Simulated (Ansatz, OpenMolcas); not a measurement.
## From OpenMolcas to Ansatz

This OpenMolcas 26.06 job computes MoO3 (molybdenum trioxide):

test.input:
```
* MoO3 Kohn-Sham DFT

&GATEWAY
 BASLIB=$CurrDir
 COORD
 4
 angstrom
 O       -0.968000      -0.149800       1.262500
 Mo      -0.138100      -0.336500      -0.200300
 O        1.507000      -0.607600       0.088800
 O       -0.345200       1.033600      -1.171400
 BASIS=def2-SVPD
 GROUP=NoSym

&SEWARD
 GRIDINPUT
 Grid=UltraFine
 End of Grid

&SCF
 KSDFT=2
 1.0 MGGA_X_R2SCAN
 1.0 MGGA_C_R2SCAN
 THRESHOLDS=1e-10 1e-07 1e-07 1e-05
 PRORBITALS=1

&ALASKA
```

```bash
$ export MOLCAS_MEM=1860
$ pymolcas test.input > test.log
```

(Basis files named in the input come from the Basis Set Exchange and aren't shown.)

The coordinates come from a PBE0-D4/def2-TZVP relaxation.

It gives a total energy of -293.713015 Eh.

Task: Write the same calculation for Ansatz 0.2.0 as an input file of the program's own, asking for the energy.

Result: For example:

job.yaml:
```yaml
crystal:
  periodic: [false, false, false]
  atoms:
    - {symbol: O, position_ang: [-0.968000, -0.149800, 1.262500]}
    - {symbol: Mo, position_ang: [-0.138100, -0.336500, -0.200300]}
    - {symbol: O, position_ang: [1.507000, -0.607600, 0.088800]}
    - {symbol: O, position_ang: [-0.345200, 1.033600, -1.171400]}
basis:
  gaussian: {orbitals: def2-SVPD}
magnetization: {spin_polarized: false}
hamiltonian: {xc: {name: r2SCAN}}
accuracy: high
output: {orbitals: {seedname: orbitals}}
```

```bash
$ ansatz run job.yaml --threads 1 --pin off --max-ram 3480MiB --events-out events.jsonl --progress --plain --runs-dir runs
```

Its energy is -293.713039 Eh, 0.024 mEh from the first.
